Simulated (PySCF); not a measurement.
Identify the unknown among the candidates.

All candidates are C5H5NOS.

| technique | computed result |
| --- | --- |
| Polarisability | 88.3 au [PBE0/def2-SVPD] |
| UV, first state | lowest singlet excitation: 3.65 eV (340 nm, f = 0.000) [TDDFT PBE0/def2-SVPD] |
| NMR, other nuclei | isotropic shieldings of nuclei other than C and H, by class: -87 (1 N), -320 (1 O), 225 (1 S) ppm [GIAO PBE0/pcSseg-1] |
| Dipole | 2.89 D [PBE0/def2-SVPD] |
| 1H NMR | chemical shifts (computed TMS as zero) by class: 10.19 (1 H), 7.97 (1 H), 2.98 (3 H) ppm [GIAO PBE0/pcSseg-1] |
| Rotational structure | rotational constants A, B, C: 4.585, 1.236, 0.979 GHz [GFN2-xTB] |
| 13C NMR | chemical shifts (computed TMS as zero) by class: 184.2 (1 C), 181.5 (1 C), 154.3 (1 C), 152.0 (1 C), 23.1 (1 C) ppm [GIAO PBE0/pcSseg-1] |
| Triplet | lowest triplet excitation (Tamm–Dancoff): 3.07 eV [TDA PBE0/def2-SVPD] |

Gas-phase values; electronic properties from PySCF, density fitting. Levels stand in brackets. Geometry: GFN2-xTB, one conformer, isolated molecule. NMR classes are plain means over equivalent atoms (diastereotopic ones count apart unless rotation or inversion swaps them), as if these changed places fast.

Question: Which candidate is it?
A. `N#C[C@H]1SCCC1=O`
B. `C=Nc1ccc(O)s1`
C. `Cc1ncc(C=O)s1`

Answer: C. It is `Cc1ncc(C=O)s1`. Numbering: `[CH3:1][c:2]1[n:3][cH:4][c:5]([CH:6]=[O:7])[s:8]1`. Its formula, C5H5NOS, gives 4 degrees of unsaturation: 1 ring and 3 π bonds in the structure found (Kekulé form). 5 carbons fall into 5 classes; from least to most shielded: aldehyde carbon [C6] (184.2 ppm), substituted aromatic carbon [C2] (181.5 ppm), aromatic CH next to a ring nitrogen [C4] (154.3 ppm), substituted aromatic carbon [C5] (152.0 ppm), benzylic-type carbon [C1] (23.1 ppm). Hydrogen classes from least to most shielded: 1 H on an aldehyde carbon, C6 (10.19 ppm), 1 H on an aromatic CH next to a ring nitrogen, C4 (7.97 ppm), 3 H on a benzylic-type carbon, C1 (2.98 ppm). The other shieldings belong to: -87 ppm, pyridine-type nitrogen [N3]; -320 ppm, aldehyde oxygen [O7]; 225 ppm, thiophene-type sulfur [S8]. S1 is mainly HOMO−1→LUMO (weight 0.94); the largest Löwdin shares of the orbital it empties are 0.55 on the aldehyde oxygen, 0.13 on the aldehyde carbon, 0.11 on the pyridine-type nitrogen and 0.07 on a substituted aromatic carbon, of the orbital it fills 0.17 on the aldehyde carbon, 0.17 on the aldehyde oxygen, 0.15 on a substituted aromatic carbon and 0.15 on the aromatic CH next to a ring nitrogen. The optimised geometry has point group Cs and is an asymmetric top.

The others, at the same levels:
- `N#C[C@H]1SCCC1=O` fails: its computed 13C shifts are 208.8 (1 C), 119.6 (1 C), 41.5 (1 C), 40.4 (1 C), 32.2 (1 C) ppm, 1H shifts are 3.66 (1 H), 3.63 (1 H), 2.93 (1 H), 2.76 (1 H), 2.64 (1 H) ppm and rotational constant A is 2.053 GHz (against 4.585 GHz).
- `C=Nc1ccc(O)s1` fails: its computed 13C shifts are 169.7 (1 C), 145.2 (1 C), 138.3 (1 C), 137.6 (1 C), 107.2 (1 C) ppm, 1H shifts are 7.28 (1 H), 7.09 (1 H), 6.58 (1 H), 6.18 (1 H), 4.66 (1 H) ppm and lowest singlet excitation is 4.04 eV (307 nm, f = 0.277) (against 3.65 eV).

Each candidate is one conformer, not necessarily the lowest. The conformers computed, where there is a choice (atom-mapped SMILES and torsion angles):
- `[CH3:1][c:2]1[n:3][cH:4][c:5]([CH:6]=[O:7])[s:8]1`: C4–C5–C6–O7 180°
- `[CH2:1]=[N:2][c:3]1[cH:4][cH:5][c:6]([OH:7])[s:8]1`: C1–N2–C3–C4 -179°, H–O7–C6–C5 180°

The conformers of `N#C[C@H]1SCCC1=O` aren't listed.
